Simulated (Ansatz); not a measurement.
C₂H₇AlFN from Hartree–Fock to CCSD(T)

| atom | x (Å) | y (Å) | z (Å) |
| --- | --- | --- | --- |
| C1 | 0.962 | 0.588 | 0.965 |
| N2 | -0.012 | 0.295 | -0.064 |
| Al3 | -0.570 | -1.623 | -0.351 |
| C4 | -0.504 | 1.220 | -0.770 |
| F5 | -1.653 | -1.335 | -1.607 |
| H6 | 0.576 | 0.232 | 1.923 |
| H7 | 1.877 | 0.032 | 0.749 |
| H8 | 1.182 | 1.656 | 1.027 |
| H9 | 0.812 | -2.301 | -0.771 |
| H10 | -1.226 | -1.981 | 1.059 |
| H11 | -1.232 | 0.956 | -1.533 |
| H12 | -0.212 | 2.262 | -0.627 |

Total charge 0; spin multiplicity 1. The bonds changed during the relaxation, so this is another structure than the one it started from. The structure was optimised at the PBE0-D4/def2-TZVP level. It is one conformer, not always the lowest. Frozen core, restricted reference, Ansatz. CBS rows extrapolate triple and quadruple zeta; past MP2 they add the triple-zeta difference.

```json
{"basis": "def2-TZVPP", "HF (Eh)": "-475.80116", "MP2 corr.": "-0.88552"}
{"basis": "def2-QZVPP", "HF (Eh)": "-475.82017", "MP2 corr.": "-0.95263"}
```

(1) Estimate the CCSD correlation energy and the (T) correction in each basis where they were run (hartree).

Results:

(1) 
```
     basis  CCSD corr.       (T)
def2-TZVPP    -0.92693  -0.03335
 CBS(def2)    -1.04375     as TZ
```
